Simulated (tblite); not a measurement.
Compound: C2H11NOSi2.
Z-matrix (Å and degrees, GFN2-xTB geometry), rows numbered from 1:
```
C 
O   1  1.3995
C   2  1.4198  1  113.23
Si  3  1.9080  2  112.86  1   -73.06
N   4  1.7189  3  104.01  2   -37.66
Si  5  1.7501  4  130.95  3     1.88
H   1  1.0891  2  106.80  3  -176.05
H   1  1.0963  2  111.77  3    64.29
H   1  1.0981  2  110.93  3   -57.04
H   3  1.0907  2  104.78  1   167.45
H   3  1.0980  2  109.62  1    52.72
H   4  1.4724  3  111.56  2    82.21
H   4  1.4676  3  108.86  2  -157.71
H   5  1.0066  4  114.63  3  -178.08
H   6  1.4568  5  110.53  4   -48.54
H   6  1.4715  5  102.58  4  -165.63
H   6  1.4625  5  111.09  4    78.65
```

Calculated harmonic vibrations of the isolated species, GFN2-xTB (tblite), most abundant isotopes, no scaling. Against measured fundamentals such values can be off by several per cent, at times by over 20. Modes of hydrogen on silicon can be 10 to 20 % off. One conformer, not necessarily the lowest.

Harmonic wavenumbers (cm⁻¹): 63.2, 86.8, 122.1, 138.3, 209.3, 241.4, 255.3, 328.8, 350.4, 418.0, 517.6, 542.6, 574.2, 590.4, 641.4, 683.5, 752.4, 780.3, 800.6, 812.9, 822.8, 837.0, 958.5, 997.5, 1105.2, 1136.2, 1144.0, 1198.2, 1257.7, 1293.1, 1408.4, 1466.5, 1473.5, 1491.3, 2170.0, 2178.5, 2225.2, 2248.5, 2299.0, 2875.9, 2891.8, 2920.6, 2979.6, 3018.5, 3481.7.

A = 2540, B = 1963, C = 1320 MHz; mass 121.038 u (most abundant isotopes); point group C1, symmetry number 1.

Question: What is the zero-point energy?

Answer: ½Σν̃ = 27394 cm⁻¹ = 327.71 kJ/mol.

Question: Entropy at 298.15 K, 1 bar (ideal gas, RRHO, classical rotation)?

Answer: Translation 168.67, rotation 118.33, vibration 114.94: S = 401.9 J/(mol K).

Question: And Cp and H(298.15 K) − H(0)?

Answer: Cp = 160.65 J/(mol K), of which vibrations give 127.39 (their classical limit is 45 R = 374.2); H(298.15 K) − H(0) = 28.76 kJ/mol without the zero-point energy, 18.84 from vibrations.

Question: Which modes carry the vibrational entropy at 298.15 K?

Answer: 63.2 cm⁻¹: 18.22; 86.8 cm⁻¹: 15.61; 122.1 cm⁻¹: 12.83; 138.3 cm⁻¹: 11.83; 209.3 cm⁻¹: 8.58; 241.4 cm⁻¹: 7.50 J/(mol K); the other 39 give 40.38 together.

Question: What must be added to the electronic energy to get the Gibbs energy at 298.15 K and 1 bar?

Answer: ZPE + [H(298.15 K) − H(0)] − T·S = 327.71 + 28.76 − 119.84 = 236.63 kJ/mol.

Hindered rotation and anharmonicity are outside this model. Other conformers, if any are populated, would add a mixing term that is left out. The structure is chiral; the term R ln 2 for an equal mix with its mirror image is left out.
